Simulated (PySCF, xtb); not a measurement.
ethylenediamine (C2H8N2), SMILES NCCN. The values are those of a single conformer.

Harmonic wavenumbers (cm⁻¹) from GFN2-xTB (xtb 6.7.1) at its own minimum, in rising order: 107, 250, 259, 293, 450, 821, 904, 923, 958, 1033, 1113, 1130, 1160, 1192, 1271, 1276, 1331, 1379, 1491, 1493, 1563, 1566, 2800, 2804, 2981, 2983, 3382, 3383, 3418, 3418.

**Question.** What does PySCF with r2SCAN-D4/def2-SVP give at its own minimum? (The exact figures need the calculation; the answer reports its results.)

**Answer.** 148, 243, 244, 313, 488, 806, 829, 852, 960, 1041, 1104, 1121, 1173, 1230, 1316, 1334, 1373, 1439, 1484, 1496, 1635, 1640, 2892, 2899, 3071, 3083, 3493, 3494, 3581, 3581. Paired by order, the mean absolute difference is 55 cm⁻¹ and the zero-point energies are 67.4 and 69.1 kcal/mol.
